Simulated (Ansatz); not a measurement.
Geometry optimisation, Ansatz, UHF/def2-SVP.

Input file:

```yaml
crystal:
  periodic: [false, false, false]
  atoms:
    - { symbol: Ge, position_ang: [0.007826, 0.011761, -0.313564] }
    - { symbol: Cl, position_ang: [0.04547, 0.069135, 3.110768] }
    - { symbol: Cl, position_ang: [2.026603, 0.004019, -1.061222] }
    - { symbol: Cl, position_ang: [-1.008725, 1.756346, -1.06035] }
    - { symbol: Cl, position_ang: [-1.008913, -1.748708, -1.025247] }
    - { symbol: O, position_ang: [-0.036443, -0.055648, 4.733922] }
    - { symbol: H, position_ang: [-0.537919, -0.838006, 4.924894] }
magnetization:
  spin_polarized: true
  initial_magnetization: 1
basis:
  gaussian: { orbitals: def2-SVP }
hamiltonian:
  xc: hf
relax:
  f_tol: 0.03
  max_steps: 50
output:
  orbitals: {}
```

Command:

```bash
$ ansatz run input.yaml --threads 4 --pin off --max-ram 5120MiB --backend cpu --events-out ev --progress --plain --runs-dir out
```

**Question.** Where does it end, and by what steps?

**Answer.** The forces met the threshold. After 47 steps the energy has fallen by 0.238 eV; H7 moved furthest, 1.76 Å.

```
step  energy less start (eV)  largest force component (eV/Å)  accepted
   0                  0.0000                           1.227       yes
   2                 -0.0651                           0.340       yes
   4                 -0.0800                           0.209       yes
   6                 -0.0799                           0.411        no
   8                 -0.0889                           0.069       yes
  10                 -0.0900                           0.403       yes
  12                 -0.0952                           0.724       yes
  14                 -0.1053                           0.134       yes
  16                 -0.1081                           0.479       yes
  18                 -0.1163                           0.181       yes
  20                 -0.1109                           1.010        no
  22                 -0.1340                           0.455       yes
  24                 -0.1434                           0.204       yes
  26                 -0.1503                           0.244       yes
  28                 -0.1543                           0.636        no
  30                 -0.1655                           0.268       yes
  32                 -0.1721                           0.537       yes
  34                 -0.1908                           0.171       yes
  36                 -0.1908                           0.701        no
  38                 -0.2123                           0.159       yes
  40                 -0.1939                           1.839        no
  42                 -0.2296                           0.509       yes
  44                 -0.2235                           0.902        no
  46                 -0.2371                           0.066       yes
  47                 -0.2379                           0.012       yes
```

```xyz
7
Properties=species:S:1:pos:R:3
Ge -0.397 0.476 0.117
Cl 1.107 -0.004 4.301
Cl 1.720 0.148 -0.098
Cl -1.140 1.276 -1.749
Cl -1.341 -1.454 0.402
O -0.084 -0.170 3.144
H -0.376 -1.073 3.192
```

Whether the end is a true minimum wasn't checked by a vibrational analysis.

The run took 2.3 min on 4 threads of Arm Neoverse V1, with other jobs on the host, peak memory 0.5 GiB.
